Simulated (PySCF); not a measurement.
# Calculated properties of tripropylborane (`CCCB(CCC)CCC`)

Tripropylborane, C9H21B.
Structure used (PBE0-D3(BJ)/def2-SVP), in Å, numbered top down from 1:
```xyz
31
C9H21B angstrom
C     -1.5507   -2.3643    0.4371
C     -0.9126   -1.8706   -0.8538
C     -0.7874   -0.3484   -0.9014
B      0.2759    0.3469    0.0411
C      1.6121   -0.4311    0.3754
C      2.7285    0.2919    1.1201
C      3.9635   -0.5653    1.3528
C      0.0968    1.8452    0.5046
C     -1.3002    2.4587    0.5134
C     -2.1933    1.8621    1.5920
H     -0.9646   -2.0610    1.3203
H     -2.5642   -1.9491    0.5619
H     -1.6362   -3.4617    0.4588
H     -1.5120   -2.2286   -1.7084
H      0.0808   -2.3351   -0.9741
H     -0.4287   -0.0398   -1.9079
H     -1.7853    0.1130   -0.8155
H      1.9995   -0.8461   -0.5768
H      1.3173   -1.3407    0.9374
H      2.3497    0.6535    2.0917
H      3.0151    1.2015    0.5637
H      3.7177   -1.4663    1.9384
H      4.7468   -0.0170    1.8991
H      4.3988   -0.9057    0.3990
H      0.7550    2.3989   -0.1999
H      0.5879    2.0005    1.4823
H     -1.2361    3.5500    0.6631
H     -1.7749    2.3243   -0.4738
H     -3.1996    2.3085    1.5855
H     -2.3109    0.7740    1.4605
H     -1.7639    2.0241    2.5942
```

Some functional groups and rings: three-coordinate boron.

PBE0-D3(BJ)/def2-SVP geometry optimisation, gas phase (PySCF):

| Item | Value |
| --- | --- |
| Point group | C1 |
| Rotational constants A, B, C | 1.160, 0.790, 0.544 GHz |

From PBE0/pcSseg-1 ground state and GIAO shieldings, non-relativistic (PySCF):

| Quantity | Value |
| --- | --- |
| Dipole moment | 0.27 D |
| HOMO energy | -7.81 eV |
| LUMO energy | -0.22 eV |
| HOMO–LUMO gap | 7.59 eV |
| Lowest Hirshfeld atomic charge | -0.14 e on C3/C5/C8 |
| Highest Hirshfeld atomic charge | +0.20 e on B4 |
| 13C chemical shifts (computed TMS as zero) by class | 31.3 (C3/C5/C8), 20.5 (C2/C6/C9), 18.6 (C1/C7/C10) ppm |
| 1H chemical shifts (computed TMS as zero) by class | 1.51 (H14/H15/H20/H21/H27/H28), 1.25 (H16/H17/H18/H19/H25/H26), 0.90 (H11/H12/H13/H22/H23/H24/H29/H30/H31) ppm |
| Isotropic shieldings of nuclei other than C and H, by class | 10 (B4) ppm |
| Mayer bond orders between heavy atoms | C1–C2 1.06, C2–C3 1.07, C3–B4 0.99, B4–C5 0.97, C5–C6 1.05, C6–C7 1.06, B4–C8 0.99, C8–C9 1.06, C9–C10 1.06 |

Monoisotopic mass (most abundant isotopes): 140.1736 u.

The dipole equals about 0.9 × 10⁻³⁰ C·m (1 D = 3.33564 × 10⁻³⁰ C·m). With B = h/(8π²I), that is 505.379 GHz u Å² over I, the principal moments of inertia are 435.6, 640.1 and 929.0 u Å² (most abundant isotopes); the inertial defect Ic − Ia − Ib is -146.7 u Å² (zero for a rigid planar frame, negative otherwise). The rotational constants make it an asymmetric top with κ = (2B − A − C)/(A − C) = -0.20, nearer the prolate limit (−1). A dipole of 0.27 D is allowed in C1, and pure rotational transitions are dipole-allowed.

 NMR classes are plain means over equivalent atoms (diastereotopic ones count apart unless rotation or inversion swaps them), as if these changed places fast; in this geometry the members of some classes differ.

One conformer stands for the species.
